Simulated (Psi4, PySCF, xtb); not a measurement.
Approach curve of the dimer CH4 ··· C2H2 (SMILES C and C#C), singlet. Monomers: optimised at B3LYP-D3(BJ) (def2-TZVP), held rigid. Orientation: lowest of the rigid-body minima from ten starts at GFN2-xTB. R is the distance of the centres of mass, along which the second monomer moves.

- RKS-B3LYP/6-31G* = restricted B3LYP/6-31G*, spherical d, no counterpoise correction run with PySCF
- GFN1-xTB (xtb)
- RKS-LDA (SVWN5)/6-31G* = restricted LDA (SVWN5)/6-31G*, spherical d, no counterpoise correction (PySCF)
- SAPT0/jun-cc-pVDZ, frozen core (Psi4)

Interaction energies in kJ/mol; the last columns give the difference from SAPT0:

| R / Å | RKS-B3LYP/6-31G* | GFN1-xTB | RKS-LDA (SVWN5)/6-31G* | SAPT0/jun-cc-pVDZ | RKS-B3LYP/6-31G* − SAPT0/jun-cc-pVDZ | GFN1-xTB − SAPT0/jun-cc-pVDZ | RKS-LDA (SVWN5)/6-31G* − SAPT0/jun-cc-pVDZ |
|---|---|---|---|---|---|---|---|
| 3.30 | 14.38 | 4.42 | -1.66 | 15.23 | -0.85 | -10.81 | -16.89 |
| 3.48 | 6.03 | -0.03 | -6.11 | 7.30 | -1.27 | -7.33 | -13.41 |
| 3.66 | 1.59 | -1.83 | -7.54 | 2.88 | -1.29 | -4.71 | -10.42 |
| 3.90 | -1.03 | -2.34 | -7.18 | 0.08 | -1.11 | -2.42 | -7.26 |
| 4.13 | -1.79 | -2.07 | -5.91 | -0.89 | -0.90 | -1.19 | -5.02 |
| 4.26 | -1.84 | -1.84 | -5.10 | -1.07 | -0.77 | -0.77 | -4.03 |
| 4.60 | -1.44 | -1.27 | -3.13 | -1.04 | -0.41 | -0.24 | -2.09 |
| 4.88 | -0.96 | -0.93 | -1.90 | -0.84 | -0.12 | -0.10 | -1.06 |
| 5.39 | -0.33 | -0.55 | -0.63 | -0.51 | 0.18 | -0.04 | -0.12 |
| 6.09 | -0.08 | -0.27 | -0.13 | -0.25 | 0.17 | -0.02 | 0.11 |
| 7.07 | -0.03 | -0.11 | -0.04 | -0.10 | 0.07 | -0.01 | 0.06 |
| 8.38 | -0.01 | -0.04 | -0.01 | -0.03 | 0.02 | 0.00 | 0.02 |

RKS-B3LYP/6-31G* is furthest from SAPT0/jun-cc-pVDZ at 3.66 (-1.29 kJ/mol, below); its mean absolute difference over the points is 0.60 kJ/mol.

GFN1-xTB is furthest from SAPT0/jun-cc-pVDZ at 3.30 (-10.81 kJ/mol, below); its mean absolute difference over the points is 2.30 kJ/mol.

RKS-LDA (SVWN5)/6-31G* is furthest from SAPT0/jun-cc-pVDZ at 3.30 (-16.89 kJ/mol, below); its mean absolute difference over the points is 5.04 kJ/mol.
